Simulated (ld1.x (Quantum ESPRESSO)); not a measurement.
Al (Z = 13), ultrasoft: configuration errors across variants

```json
{
 "Element": "aluminium (Al)",
 "Generator": "ld1.x (Quantum ESPRESSO) 7.5",
 "Type": "ultrasoft",
 "Functional": "PW91",
 "Relativity": "scalar-relativistic",
 "Frozen core": "[He]",
 "Valence charge": "11",
 "Reference configuration": "2s2 2p6 3s2 3p0 (charge +1)",
 "Partial waves": "2s (bound): rcut 0.85, rcutus 1.05 bohr; 3s (bound): rcut 0.85, rcutus 1.05 bohr; 2p (bound): rcut 0.95, rcutus 1.10 bohr; 3p (bound, empty): rcut 0.95, rcutus 1.10 bohr",
 "Local potential": "all-electron potential smoothed inside 1.00 bohr (lloc = -1)",
 "Core correction": "Bessel-smoothed model core inside 0.90 bohr",
 "Augmentation charge": "PSQ, inside the norm-conserving radii"
}
```

All-electron excitation energies from the reference (eV): (1) 2s2 2p6 3s2 3p1 -5.803; (2) 2s2 2p6 3s1 3p0 19.278; (3) 2s2 2p6 3s0 3p0 47.776; (4) 2s2 2p6 3s1 3p2 -0.653; (5) 2s2 2p6 3s2 3p1.3 -6.386; (6) 2s2 2p6 3s2 3p0.5 -3.699; (7) 2s1 2p6 3s2 3p1 114.977.

On the changes marked as counting shells twice: ld1.x takes every shell without a wave as core, so the model core holds the marked electrons as well and exchange and correlation see them twice. This cancels in the reference configuration, but the file is broken for other ones, and its errors say nothing about a proper core correction.

The overlap operator is not positive definite (basis up to 400 Ry) in “base”, “waves 2s (bound): rcut 0.85, rcutus 1.40 bohr; 3s (bound): rcut 0.85, rcutus 1.40 bohr”, “local potential all-electron potential smoothed inside 0.76 bohr (lloc = -1)”, “core correction Bessel-smoothed model core inside 1.16 bohr”, “local potential all-electron potential smoothed inside 0.90 bohr (lloc = -1)”. Such files are unfit for use, however small their errors in these radial tests.

6 further variants failed, have other tests or another functional or relativity, and are left out.

The file “type RRKJ; waves now 2p (bound): rc 1.10 bohr; 2s (bound): rc 1.05 bohr; local potential the s channel; rho0 0.01 (3s counted twice)” misses its own reference levels by 0.4 eV.

Errors AE − PS in meV (a dash: test not solved or not reliable):

```csv
change,(1),(2),(3),(4),(5),(6),(7),bound ghosts
base,0.0,+0.2,-6.6,-5.8,-0.1,+0.1,-635,not determined (overlap not positive)
"waves 2s (bound): rcut 0.85, rcutus 1.40 bohr; 3s (bound): rcut 0.85, rcutus 1.40 bohr",-13,-161,-1628,-328,-20,-3.8,+430,not determined (overlap not positive)
local potential all-electron potential smoothed inside 0.76 bohr (lloc = -1),-0.1,-1.1,-6.4,-5.7,-0.2,0.0,-780,not determined (overlap not positive)
core correction Bessel-smoothed model core inside 1.16 bohr,0.0,+0.2,-6.6,-5.8,-0.1,+0.1,-635,not determined (overlap not positive)
local potential all-electron potential smoothed inside 0.90 bohr (lloc = -1),-0.1,-1.1,-6.2,-5.7,-0.2,0.0,-773,not determined (overlap not positive)
type RRKJ; waves now 2p (bound): rc 1.10 bohr; 2s (bound): rc 1.05 bohr; local potential the s channel; rho0 0.01 (3s counted twice),-175,-796,-2543,-677,-247,-65,-563,none
```

(1) Give the same row for: all radii but the core radius scaled by about 1.12 (s 1.18, p 1.22 bohr, rcut 0.94/1.06); local potential all-electron potential smoothed inside 1.12 bohr (lloc = -1).

## Answers

(1) –, –, –, –, –, –, –; bound ghosts: none.
